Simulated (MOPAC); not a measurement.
MOPAC input (MNDO):

```
MNDO 1SCF UHF MS=0.5 GEO-OK AUX(PRECISION=9) THREADS=1
H3P2

P     0.96137400 1   -0.43871600 1    0.42963600 1
P    -0.88563600 1    0.31940400 1   -0.46907900 1
H     1.69503600 1    0.70693000 1    0.00998300 1
H    -1.04420100 1    1.52255600 1    0.26567300 1
H    -1.78690500 1   -0.43980500 1    0.31598400 1
```

From the output:

```
                                                       MOPAC v23.2.5 Linux

          FINAL HEAT OF FORMATION =         35.25076 KCAL/MOL =     147.48919 KJ/MOL

          COSMO AREA              =         90.49 SQUARE ANGSTROMS
          COSMO VOLUME            =         73.99 CUBIC ANGSTROMS

          IONIZATION POTENTIAL    =         10.026649 EV
          ALPHA SOMO LUMO (EV)    =        -10.027 -0.710
          BETA  SOMO LUMO (EV)    =        -10.571 -1.691
          NO. OF ALPHA ELECTRONS  =          7
          NO. OF BETA  ELECTRONS  =          6
          MOLECULAR WEIGHT        =         64.9712         POINT GROUP:  C1

          MOLECULAR DIMENSIONS (Angstroms)

            Atom       Atom       Distance
            H     5    H     3     3.67866
            H     4    P     1     2.50489
            P     1    P     2     0.87550

          SCF CALCULATIONS        =          1

   ATOM   CHEMICAL          X               Y               Z
  NUMBER   SYMBOL      (ANGSTROMS)     (ANGSTROMS)     (ANGSTROMS)

     1       P          0.96137400  *  -0.43871600  *   0.42963600  *
     2       P         -0.88563600  *   0.31940400  *  -0.46907900  *
     3       H          1.69503600  *   0.70693000  *   0.00998300  *
     4       H         -1.04420100  *   1.52255600  *   0.26567300  *
     5       H         -1.78690500  *  -0.43980500  *   0.31598400  *

                             CARTESIAN COORDINATES

   1    P        0.961374000    -0.438716000     0.429636000
   2    P       -0.885636000     0.319404000    -0.469079000
   3    H        1.695036000     0.706930000     0.009983000
   4    H       -1.044201000     1.522556000     0.265673000
   5    H       -1.786905000    -0.439805000     0.315984000

           Empirical Formula: H3 P2  =     5 atoms

      MOLECULAR POINT GROUP   :   C1

          ALPHA EIGENVALUES
 -22.22059 -19.57147 -14.43132 -12.92196 -12.71466 -10.95335 -10.02665  -0.70990
   1.03834   1.22281   1.46833

           BETA EIGENVALUES
 -21.74480 -18.51031 -14.29732 -12.80844 -12.31095 -10.57094  -1.69094  -0.39121
   1.19345   1.30996   1.61924

              NET ATOMIC CHARGES AND DIPOLE CONTRIBUTIONS

  ATOM NO.   TYPE          CHARGE      No. of ELECS.   s-Pop       p-Pop
    1          P           0.086981        4.9130     1.90421     3.00881
    2          P           0.055925        4.9441     1.82408     3.11999
    3          H          -0.062429        1.0624     1.06243
    4          H          -0.044561        1.0446     1.04456
    5          H          -0.035915        1.0359     1.03592
 DIPOLE           X         Y         Z       TOTAL
 POINT-CHG.     0.187    -0.559    -0.061     0.593
 HYBRID        -0.280     1.412     1.110     1.818
 SUM           -0.093     0.853     1.050     1.356

          ATOMIC ORBITAL ELECTRON POPULATIONS

     Atom    s        px        py        pz
    1  P   1.90421   0.96590   1.03032   1.01259
    2  P   1.82408   1.00443   0.94744   1.16812
    3  H   1.06243
    4  H   1.04456
    5  H   1.03592

                    (SZ)    =    0.500000
                    (S**2)  =    0.761270

          ATOMIC ORBITAL SPIN POPULATIONS

    Atom   Total    s     px     py     pz
         Atomic
    1  P  1.1126  0.012  0.113  0.234  0.753
    2  P -0.1032  0.007 -0.055 -0.020 -0.035
    3  H -0.0516 -0.052
    4  H  0.0316  0.032
    5  H  0.0106  0.011

 **********************
 *                    *
 * JOB ENDED NORMALLY *
 *                    *
 **********************

 == MOPAC DONE ==
```

The geometry given is a B3LYP-D3(BJ)/def2-TZVP minimum.
